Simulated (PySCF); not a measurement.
GeH₄, SMILES [GeH4].

Geometry: ωB97X-D3(BJ)/def2-TZVPD. The isomer is the one that the SMILES or the coordinates give; other isomers of the formula were not compared.

The numbers are results of TDDFT-B3LYP/def2-TZVPD run with PySCF, not measurements.

Vertical excitations; the highest root listed may be one member of a degenerate set.  State labels are in the subgroup D2.

```
state  symmetry  energy (eV)  λ (nm)      f                                                  main pairs
-----  --------  -----------  ------  -----  ----------------------------------------------------------
S1           B1         8.50     146  0.136                                HOMO−2→LUMO (degenerate set)
S2           B2         8.50     146  0.136                                HOMO−1→LUMO (degenerate set)
S3           B3         8.50     146  0.136                                  HOMO→LUMO (degenerate set)
S4           B2         9.02     138  0.000                 HOMO−2→LUMO+3, HOMO→LUMO+1 (degenerate set)
S5           B1         9.02     138  0.000                 HOMO−1→LUMO+3, HOMO→LUMO+2 (degenerate set)
S6           B3         9.02     138  0.000               HOMO−1→LUMO+1, HOMO−2→LUMO+2 (degenerate set)
S7            A         9.22     135  0.000                 HOMO→LUMO+3, HOMO−1→LUMO+2 (degenerate set)
S8            A         9.22     135  0.000  HOMO−2→LUMO+1, HOMO−1→LUMO+2, HOMO→LUMO+3 (degenerate set)
S9            A         9.53     130  0.000    HOMO−2→LUMO+1 33 %, HOMO−1→LUMO+2 33 %, HOMO→LUMO+3 33 %
S10          B1         9.78     127  0.305    HOMO→LUMO+2 39 %, HOMO−1→LUMO+3 39 %, HOMO−2→LUMO+4 13 %
T1           B3         7.87     158      0                                  HOMO→LUMO (degenerate set)
T2           B2         7.87     158      0                                HOMO−1→LUMO (degenerate set)
T3           B1         7.87     158      0                                HOMO−2→LUMO (degenerate set)
T4            A         8.28     150      0    HOMO→LUMO+3 32 %, HOMO−2→LUMO+1 32 %, HOMO−1→LUMO+2 32 %
```
Triplets are in the Tamm–Dancoff approximation, which puts them higher than full response would, so one can lie above its singlet here.
